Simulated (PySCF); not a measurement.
## CsRb: frontier orbitals

PBE0 at R = 4.519 Å; basis Cs x2c-TZVPall, Rb x2c-TZVPall; spin-free X2C with a Gaussian nucleus; PySCF 2.14. State: ¹Σ⁺ (singlet), closed shell. Only the outer orbitals are listed, counted within each symmetry.

| orbital | occ. | ε (eV) | on Cs (%) | main shells (%) |
| --- | --- | --- | --- | --- |
| 17σ | 2 | -28.97 | 100 | 100 Cs s |
| 9π | 2 | -17.24 | 0 | 100 Rb p |
| 9π | 2 | -17.24 | 0 | 100 Rb p |
| 18σ | 2 | -17.22 | 0 | 100 Rb p |
| 10π | 2 | -14.82 | 100 | 100 Cs p |
| 10π | 2 | -14.82 | 100 | 100 Cs p |
| 19σ | 2 | -14.78 | 100 | 100 Cs p |
| 20σ | 2 | -2.68 | 53 | 48 Cs s, 46 Rb s |
| 21σ | 0 | -1.17 | 54 | 30 Cs s, 24 Rb s, 22 Cs p |
| 11π | 0 | -0.56 | 46 | 50 Rb p, 41 Cs p |
| 11π | 0 | -0.56 | 46 | 50 Rb p, 41 Cs p |

Problem. Which are the highest filled and the lowest empty level, where do they sit, and how wide is the gap?

Solution. Highest filled 20σ at -2.68 eV (in %: 48 Cs s, 46 Rb s); lowest empty 21σ at -1.17 eV (in %: 30 Cs s, 24 Rb s, 22 Cs p); the gap at PBE0 is 1.51 eV.

* bond order (Mayer): 1.02
* ⟨S²⟩: 0.000
* charge on Cs (Mulliken, basis-dependent): -0.04
* charge on Cs (Löwdin, basis-dependent): 0.14
* dipole moment (positive dipole means Cs(−)Rb(+)): -1.48 D
* polarisability along the bond: 924.0 bohr³
* polarisability across the bond: 506.0 bohr³

Closed-shell solutions of metal pairs were not tested for spin polarisation, which can lower them a little. Spin–orbit coupling is left out.
